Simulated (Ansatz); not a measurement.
`F[CH2][InH][F]`. The species carries charge 0 and has multiplicity 1. In takes the def2 core potential.

```xyz
7

F     1.5314    1.0402   -0.9109
C     0.3097    0.3876   -0.8916
In   -0.1845   -0.3626    1.0741
F    -1.9240   -1.2643    0.8775
H     0.3443   -0.4444   -1.6003
H    -0.4660    1.0839   -1.2218
H     0.3891   -0.4404    2.6731
```

(1) What are the harmonic wavenumbers in cm⁻¹ at PBE0-D4/def2-TZVP (Ansatz, finite differences of forces, unscaled)? (Estimate.)

(2) Is this a minimum?

(3) Give the ideal-gas thermochemistry at 298.15 K and 1 bar (rigid rotor, harmonic oscillator; point group Cs, symmetry number 1).

(4) Rotational constants (cm⁻¹)?

Answers

(1) Ansatz gave: 46, 89, 234, 372, 452, 541, 573, 688, 1057, 1242, 1259, 1462, 1880, 3055, 3116.

(2) Yes, all 15 modes are real.

(3) Zero-point energy 96.1 kJ/mol; H(298) − E = 114.6 kJ/mol; entropy 341.9 J/(mol·K), of which translation 172.7, rotation 110.9, vibration 58.2; G(298) − E = 12.6 kJ/mol. Modes under 100 cm⁻¹ are hindered rotations or soft bends, so the harmonic entropy is rough.

(4) 0.3474, 0.0707, 0.0594.
